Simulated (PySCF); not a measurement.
A structure optimised at r2SCAN-D4/def2-TZVPD, used in a PySCF frequency run:

```
B
H 1 1.2254
H 1 1.2254 2 112.60
B 1 1.6430 2 123.70 3 180.00
H 4 1.2254 1 123.70 2 180.00
H 4 1.2254 5 112.60 1 180.00
```
Charge -1, spin multiplicity 2.

Write its SMILES, formula and point group.

B[BH2-], B2H4, D2h

What are its rotational constants (standard atomic weights)?

120.60, 21.343, 18.134 GHz
